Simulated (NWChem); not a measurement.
System: C2H8Zr; SMILES [CH3][ZrH2][CH3]

NWChem printed, in part:

```
             Northwest Computational Chemistry Package (NWChem) 7.3.0
             --------------------------------------------------------

 C2  symmetry detected

                             Geometry "geometry" -> ""
                             -------------------------

 Output coordinates in angstroms (scale by  1.889725989 to convert to a.u.)

  No.       Tag          Charge          X              Y              Z
 ---- ---------------- ---------- -------------- -------------- --------------
    1 Zr                  40.0000     0.00000000     0.00000000    -0.37922413
    2 C                    6.0000     1.76609738    -0.00004345     0.92279887
    3 H                    1.0000     1.80244173    -0.89771034     1.56781687
    4 H                    1.0000     1.79204227     0.88912413     1.57994587
    5 H                    1.0000     2.68719890     0.00924298     0.30904587
    6 C                    6.0000    -1.76609738     0.00004345     0.92279887
    7 H                    1.0000    -1.80244173     0.89771034     1.56781687
    8 H                    1.0000    -1.79204227    -0.88912413     1.57994587
    9 H                    1.0000    -2.68719890    -0.00924298     0.30904587
   10 H                    1.0000     0.00051340     1.55546501    -1.40911913
   11 H                    1.0000    -0.00051340    -1.55546501    -1.40911913

 Effective nuclear repulsion energy (a.u.)     219.9558050371

      Symmetry information
      --------------------

 Group name             C2
 Group number              4
 Group order               2
 No. of unique centers     6

                                 NWChem DFT Module
                                 -----------------

 Summary of "ao basis" -> "ao basis" (spherical)
 ------------------------------------------------------------------------------
       Tag                 Description            Shells   Functions and Types
 ---------------- ------------------------------  ------  ---------------------
 Zr                         def2-svp                11       31   5s3p2d1f
 C                          def2-svp                 6       14   3s2p1d
 H                          def2-svp                 3        5   2s1p

      Symmetry analysis of basis
      --------------------------

        a          51
        b          48

            General Information
            -------------------
          SCF calculation type: DFT
          Wavefunction type:  closed shell.
          No. of atoms     :    11
          No. of electrons :    32
           Alpha electrons :    16
            Beta electrons :    16
          Charge           :     0
          Spin multiplicity:     1
          Use of symmetry is: on ; symmetry adaption is: on
          Maximum number of iterations: 150
          AO basis - number of functions:    99
                     number of shells:    47
          Convergence on energy requested:  1.00D-06
          Convergence on density requested:  1.00D-05
          Convergence on gradient requested:  5.00D-04

              XC Information
              --------------
                   Becke 97-D Method XC Functional
                  Becke 1997-D Exchange Functional  1.000
                Becke 1997-D Correlation Potential  1.000

             Grid Information
             ----------------
          Grid used for XC integration:  medium
          Radial quadrature: Mura-Knowles
          Angular quadrature: Lebedev.
          Tag              B.-S. Rad. Rad. Pts. Rad. Cut. Ang. Pts.
          ---              ---------- --------- --------- ---------
          Zr                  1.55      123          10.0       590
          C                   0.70       49          11.0       434
          H                   0.35       45          13.0       434
          Grid pruning is: on
          Number of quadrature shells:   352
          Spatial weights used:  Erf1

      Superposition of Atomic Density Guess
      -------------------------------------

 Sum of atomic energies:        -132.74333780

      Non-variational initial energy
      ------------------------------

 Total energy =    -126.714996
 1-e energy   =    -362.447946
 2-e energy   =     144.542914
 HOMO         =      -0.316727
 LUMO         =      -0.012616

      Symmetry analysis of molecular orbitals - initial
      -------------------------------------------------

  Numbering of irreducible representations:

     1 a           2 b

  Orbital symmetries:

     1 a           2 b           3 a           4 b           5 a
     6 b           7 a           8 b           9 a          10 b
    11 a          12 b          13 a          14 b          15 a
    16 b          17 a          18 a          19 b          20 a
    21 b          22 a          23 b          24 a          25 b
    26 b

     ---------------------------------------------
      Total Density - Mulliken Population Analysis
     ---------------------------------------------

    Atom       Charge   Shell Charges
 -----------   ------   -------------------------------------------------------
    1 Zr  12    10.22  -0.48  1.60  0.88  0.59  0.17  5.81  0.35  0.11  0.97  0.18  0.04
    2 C    6     6.94   1.99  0.99  0.33  2.23  1.39  0.01
    3 H    1     0.85   0.64  0.18  0.03
    4 H    1     0.85   0.64  0.18  0.03
    5 H    1     0.85   0.64  0.18  0.03
    6 C    6     6.94   1.99  0.99  0.33  2.23  1.39  0.01
    7 H    1     0.85   0.64  0.18  0.03
    8 H    1     0.85   0.64  0.18  0.03
    9 H    1     0.85   0.64  0.18  0.03
   10 H    1     1.40   0.77  0.63  0.00
   11 H    1     1.40   0.77  0.63  0.00

   convergence    iter        energy       DeltaE   RMS-Dens  Diis-err
 ---------------- ----- ----------------- --------- --------- ---------
 d= 0,ls=0.0,diis     1   -127.8805118540 -2.19D+02  2.93D-02  7.34D-01
 d= 0,ls=0.0,diis     2   -126.8549062366  1.03D+00  2.10D-02  7.77D+00
 d= 0,ls=0.0,diis     3   -128.0160645927 -1.16D+00  1.89D-03  2.20D-02
 d= 0,ls=0.0,diis     4   -128.0188533708 -2.79D-03  8.51D-04  4.55D-03
 d= 0,ls=0.0,diis     5   -128.0198028268 -9.49D-04  1.64D-04  1.80D-04
  Resetting Diis
 d= 0,ls=0.0,diis     6   -128.0198199491 -1.71D-05  8.11D-05  5.94D-05
 d= 0,ls=0.0,diis     7   -128.0198287362 -8.79D-06  4.14D-05  3.58D-06
 d= 0,ls=0.0,diis     8   -128.0198278265  9.10D-07  2.43D-05  9.87D-06
 d= 0,ls=0.0,diis     9   -128.0198292921 -1.47D-06  4.91D-06  1.62D-07
 d= 0,ls=0.0,diis    10   -128.0198293139 -2.18D-08  1.43D-06  1.76D-08

         Total DFT energy =     -128.019829313868
      One electron energy =     -366.471082748253
           Coulomb energy =      166.985476072205
    Exchange-Corr. energy =      -19.712126127031
 Nuclear repulsion energy =       91.190035292827

    Dispersion correction =       -0.012131803616

 Numeric. integr. density =       31.999990744660

                  Occupations of the irreducible representations
                  ----------------------------------------------

                     irrep           alpha         beta
                     --------     --------     --------
                     a                 8.0          8.0
                     b                 8.0          8.0

                       DFT Final Molecular Orbital Analysis
                       ------------------------------------

 Vector   14  Occ=2.000000D+00  E=-2.399961D-01  Symmetry=b
              MO Center= -2.9D-12, -4.7D-15,  5.4D-01, r^2= 3.3D+00
   Bfn.  Coefficient  Atom+Function         Bfn.  Coefficient  Atom+Function
  ----- ------------  ---------------      ----- ------------  ---------------
    18      0.453580   1 Zr d  1             35      0.262005   2 C  px
    64      0.262005   6 C  px               37      0.202848   2 C  pz
    66     -0.202848   6 C  pz                6      0.199412   1 Zr px
    38      0.170475   2 C  px               67      0.170475   6 C  px
    34     -0.156419   2 C  s                63      0.156419   6 C  s

 Vector   15  Occ=2.000000D+00  E=-2.395997D-01  Symmetry=b
              MO Center=  5.6D-15, -2.1D-12, -1.2D+00, r^2= 2.9D+00
   Bfn.  Coefficient  Atom+Function         Bfn.  Coefficient  Atom+Function
  ----- ------------  ---------------      ----- ------------  ---------------
    16      0.416683   1 Zr d -1             90     -0.313043  10 H  s
    95      0.313043  11 H  s                91     -0.231051  10 H  s
    96      0.231051  11 H  s                 7      0.227316   1 Zr py
    10     -0.086688   1 Zr py               13     -0.067650   1 Zr py
    21      0.066689   1 Zr d -1

 Vector   16  Occ=2.000000D+00  E=-2.386544D-01  Symmetry=a
              MO Center=  2.9D-12,  2.2D-12,  1.6D-01, r^2= 3.8D+00
   Bfn.  Coefficient  Atom+Function         Bfn.  Coefficient  Atom+Function
  ----- ------------  ---------------      ----- ------------  ---------------
    19      0.420309   1 Zr d  2             35     -0.248364   2 C  px
    64      0.248364   6 C  px                8     -0.205602   1 Zr pz
    38     -0.167447   2 C  px               67      0.167447   6 C  px
    90     -0.154830  10 H  s                95     -0.154830  11 H  s
    37     -0.153467   2 C  pz               66     -0.153467   6 C  pz

 Vector   17  Occ=0.000000D+00  E=-9.628570D-02  Symmetry=a
              MO Center= -1.2D-14, -1.0D-14, -5.1D-01, r^2= 2.4D+00
   Bfn.  Coefficient  Atom+Function         Bfn.  Coefficient  Atom+Function
  ----- ------------  ---------------      ----- ------------  ---------------
    17      0.815949   1 Zr d  0             22      0.271068   1 Zr d  0
    57      0.150058   5 H  s                86      0.150058   9 H  s
    14     -0.104546   1 Zr pz               56      0.090174   5 H  s
    85      0.090174   9 H  s                 8      0.064057   1 Zr pz
    24      0.064259   1 Zr d  2             34     -0.058297   2 C  s

 Vector   18  Occ=0.000000D+00  E=-9.561749D-02  Symmetry=a
              MO Center= -4.7D-15, -3.4D-15, -2.9D-01, r^2= 2.2D+00
   Bfn.  Coefficient  Atom+Function         Bfn.  Coefficient  Atom+Function
  ----- ------------  ---------------      ----- ------------  ---------------
    15      0.833782   1 Zr d -2             20      0.283012   1 Zr d -2
    47      0.138038   3 H  s                52     -0.138035   4 H  s
    76      0.138038   7 H  s                81     -0.138035   8 H  s
    46      0.087603   3 H  s                51     -0.087517   4 H  s
    75      0.087603   7 H  s                80     -0.087517   8 H  s

 Vector   19  Occ=0.000000D+00  E=-4.944094D-02  Symmetry=b
              MO Center= -1.5D-14, -2.4D-13, -1.7D-01, r^2= 4.6D+00
   Bfn.  Coefficient  Atom+Function         Bfn.  Coefficient  Atom+Function
  ----- ------------  ---------------      ----- ------------  ---------------
    16      0.675345   1 Zr d -1             13      0.408718   1 Zr py
    21      0.318453   1 Zr d -1             91      0.310088  10 H  s
    96     -0.310088  11 H  s                 7     -0.218327   1 Zr py
    47      0.157076   3 H  s                76     -0.157076   7 H  s
    52     -0.155175   4 H  s                81      0.155175   8 H  s

     ---------------------------------------------
      Total Density - Mulliken Population Analysis
     ---------------------------------------------

    Atom       Charge   Shell Charges
 -----------   ------   -------------------------------------------------------
    1 Zr  12    11.14  -0.50  1.69  0.83  0.55  0.07  5.86  0.34  0.12  1.87  0.27  0.04
    2 C    6     6.39   1.99  0.91  0.30  2.10  1.09  0.01
    3 H    1     0.93   0.73  0.18  0.03
    4 H    1     0.93   0.73  0.18  0.03
    5 H    1     0.94   0.73  0.18  0.03
    6 C    6     6.39   1.99  0.91  0.30  2.10  1.09  0.01
    7 H    1     0.93   0.73  0.18  0.03
    8 H    1     0.93   0.73  0.18  0.03
    9 H    1     0.94   0.73  0.18  0.03
   10 H    1     1.23   0.73  0.49  0.01
   11 H    1     1.23   0.73  0.49  0.01

     -------------------------------------------
      Total Density - Lowdin Population Analysis
     -------------------------------------------

    Atom       Charge   Shell Charges
 -----------   ------   -------------------------------------------------------
    1 Zr  12    11.59   0.00  0.96  0.96  0.41  0.20  5.33  0.92  0.26  1.72  0.76  0.07
    2 C    6     6.24   1.97  0.60  0.34  1.89  1.40  0.04
    3 H    1     0.94   0.62  0.25  0.07
    4 H    1     0.94   0.62  0.25  0.07
    5 H    1     0.94   0.61  0.25  0.07
    6 C    6     6.24   1.97  0.60  0.34  1.89  1.40  0.04
    7 H    1     0.94   0.62  0.25  0.07
    8 H    1     0.94   0.62  0.25  0.07
    9 H    1     0.94   0.61  0.25  0.07
   10 H    1     1.14   0.66  0.48  0.01
   11 H    1     1.14   0.66  0.48  0.01

     Multipole analysis of the density
     ---------------------------------

     L   x y z        total         alpha         beta         nuclear
     -   - - -        -----         -----         ----         -------
     0   0 0 0      0.000000    -16.000000    -16.000000     32.000000

     1   1 0 0      0.000000      0.000000      0.000000      0.000000
     1   0 1 0     -0.000000     -0.000000     -0.000000      0.000000
     1   0 0 1      0.551988     -9.756822     -9.756822     20.065632

     2   2 0 0    -29.058653   -130.216989   -130.216989    231.375324
     2   1 1 0     -0.002474     -0.002856     -0.002856      0.003237
     2   1 0 1      0.000000      0.000000      0.000000     -0.000000
     2   0 2 0    -33.046015    -30.864339    -30.864339     28.682663
     2   0 1 1     -0.000000     -0.000000     -0.000000      0.000000
     2   0 0 2    -31.483088    -62.192580    -62.192580     92.902073
```

Level: B97-D/def2-SVP with def2 effective core potentials on Zr. Structure relaxed at the PBE0/def2-SVP level. Not confirmed as a minimum by frequencies. def2 effective core potentials on Zr; no spin-orbit coupling.

Write an input that gives this output.

One answer among several that fit: the input that was run:
```
start job
memory heap 200 mb stack 900 mb global 1100 mb
geometry units angstroms noautoz
  Zr     0.000000     0.000000    -0.275991
  C      1.766097     0.001156     1.026032
  H      1.803051    -0.896486     1.671050
  H      1.791438     0.890341     1.683179
  H      2.687192     0.011068     0.412279
  C     -1.766097    -0.001156     1.026032
  H     -1.803051     0.896486     1.671050
  H     -1.791438    -0.890341     1.683179
  H     -2.687192    -0.011068     0.412279
  H     -0.000543     1.555465    -1.305886
  H      0.000543    -1.555465    -1.305886
end
basis spherical
  Zr library def2-svp
  C library def2-svp
  H library def2-svp
end
ecp
  Zr library def2-ecp
end
dft
  xc becke97-d
  disp vdw 2
  iterations 150
  mulliken
end
task dft energy
```
